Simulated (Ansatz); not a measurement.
A nudged elastic band was laid between two geometries of CH$_{7}$GeNOSi (12 atoms, charge 0, multiplicity 1).

Theory: RKS B3LYP/def2-SVP (Ansatz 0.2.0).

| Quantity | Value |
| --- | --- |
| movable images | 9 |
| climbing image | yes |
| spring | 5.0 eV/Å² |
| optimiser | quadratic models (default) |
| start path | through a guess of the saddle point |
| force threshold | 0.05 eV/Å |
| iteration limit | 51 |
| end points | relaxed |

First end point:

```xyz
12
Properties=species:S:1:pos:R:3
N -0.626 0.239 1.973
Ge -0.853 -1.092 0.715
C 0.030 -0.695 -1.091
O -0.097 -1.500 -1.988
Si 1.051 0.960 -1.328
H -1.070 1.134 1.780
H 0.322 0.396 2.308
H -0.223 -2.383 1.279
H -2.367 -1.265 0.478
H 0.144 2.121 -1.084
H 2.141 0.996 -0.308
H 1.624 1.034 -2.700
```

Last end point:

```xyz
12
Properties=species:S:1:pos:R:3
N -1.313 0.441 1.898
Ge -0.215 -0.844 1.134
C 0.100 0.525 -2.159
O -0.383 -0.233 -2.968
Si 1.203 -0.095 -0.688
H -2.040 0.793 1.277
H -0.817 1.241 2.290
H 0.682 -1.383 2.271
H -1.150 -1.960 0.622
H 2.065 1.040 -0.232
H 2.059 -1.212 -1.183
H -0.115 1.633 -2.227
```

(1) Which bonds break or form, and what moves?

(2) What energy profile does the band end with?

(3) What is the geometry of the highest image?

## Answers

(1) Bonds broken: Ge2–C3, Si5–H12. Bonds formed: Ge2–Si5, C3–H12.

(2) It converged. The highest image is number 7 of 0 to 10, 2.53 eV above the first end and 2.77 eV above the last; the last end lies 0.25 eV below the first. Beside the main top the profile has a ripple of under 15 meV (maxima at images 2, 7), which may be a very shallow well or noise. Neighbouring images differ by up to 2.2 eV, so the band resolves the path poorly. A vibrational analysis at the climbing image gives one clearly imaginary mode, 774i cm⁻¹: a first-order saddle point. The orbitals stay closed-shell, which can raise the energy where a bond breaks towards radicals; this wasn't checked here.

```csv
image,path coordinate (Å),energy (eV),Ge2–C3 (Å),Si5–H12 (Å),Ge2–Si5 (Å)
0,0.00,0.00,2.05,1.49,3.47
1,0.97,0.02,2.05,1.49,3.51
2,1.94,0.03,2.05,1.49,3.56
3,2.92,0.03,2.05,1.49,3.56
4,3.89,0.02,2.05,1.49,3.51
5,4.86,0.03,2.05,1.49,3.48
6,5.83,0.81,2.04,1.52,3.34
7,6.80,2.53,2.11,2.02,3.30
8,8.81,0.33,2.91,2.56,2.51
9,10.82,-0.22,3.58,2.67,2.44
10,12.83,-0.25,3.58,2.66,2.43
```

(3) 
```xyz
12
Properties=species:S:1:pos:R:3
N -1.025 0.602 1.817
Ge -0.830 -0.782 0.611
C 0.244 -0.644 -1.204
O 0.012 -1.703 -1.828
Si 1.696 0.509 -1.083
H -1.555 1.411 1.498
H -0.186 0.918 2.299
H -0.155 -1.953 1.346
H -2.229 -1.131 0.078
H 1.364 1.667 -0.210
H 3.019 0.654 -1.776
H -0.278 0.397 -1.514
```

Time of the run: 15 min on 2 threads of Intel(R) Xeon(R) 6975P-C (Granite Rapids), with other jobs on the host, peak memory 0.37 GiB.
